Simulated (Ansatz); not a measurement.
Consider the ligand exchange at the Al–S bond: `[F][AlH][S][SiH3]` + H₂Se → `[F][AlH][SeH]` + `[SiH3]S`.

Calculated with Ansatz (gas phase, PBE0-D4/def2-TZVP geometries, no zero-point term in ΔE). CCSD(T)/CBS adds triple-zeta CCSD(T) − MP2 to the extrapolated MP2 energy (def2 sets, frozen cores). Functionals use def2-TZVPP. HSE06 is defined as in plane-wave codes. For Se outer-core shells are correlated without core-valence functions, which leaves a few kJ/mol of doubt a bond. Scalar relativity is left out up to krypton. Each species was taken in one conformer, which may not be the lowest.

`[F][AlH][S][SiH3]`:

```xyz
8

F    -0.525    2.301   -2.450
Al   -0.524    1.012   -1.428
S     0.905    1.117    0.197
Si    0.485   -0.745    1.169
H    -1.523   -0.169   -1.686
H     0.057   -0.473    2.563
H     1.718   -1.568    1.182
H    -0.593   -1.475    0.453
```

H₂Se:

Cartesian coordinates in Å:
```
Se 0.238 -0.431 0.475
H -1.101 -0.015 0.045
H 0.863 0.447 -0.520
```

`[F][AlH][SeH]`:

```xyz
5

F     1.784   -0.530    1.138
Al    0.505    0.172    0.374
Se   -0.871   -1.253   -0.799
H     0.294    1.724    0.480
H    -1.712   -0.113   -1.193
```

`[SiH3]S`:

Z-matrix (Å, degrees):
```
Si
S 1 2.137
H 1 1.485 2 111.6
H 1 1.485 2 111.6 3 -122.0
H 1 1.482 2 104.8 3 119.0
H 2 1.344 1 94.7 3 60.9
```

```json
{"level": "r2SCANh-D4", "ΔE (kJ/mol)": "-0.5"}
{"level": "r2SCAN0-D4", "ΔE (kJ/mol)": "-0.8"}
{"level": "HSE06", "ΔE (kJ/mol)": "-2.9"}
{"level": "CCSD(T)/def2-SVP", "ΔE (kJ/mol)": "0.3"}
```

What does CCSD(T)/CBS give? (Best estimate.)

The calculation gave: -1.4 kJ/mol. The listed levels differ from it by 0.9, 0.6, -1.5, 1.7 kJ/mol.

Largest T1 diagnostic among the species: 0.012.

In def2-TZVPP, CCSD(T) changes the Hartree–Fock value by +5.2 kJ/mol (the triples alone add +1.3 kJ/mol) and MP2 by +5.5 kJ/mol. Leaving LDA and LC-ωPBE aside and taking each functional with its dispersion term where it has one, the values, not all of them listed here, spread over 6.4 kJ/mol, from B2PLYP to B97M-V. LDA lies +3.3 kJ/mol from PBE without D4.
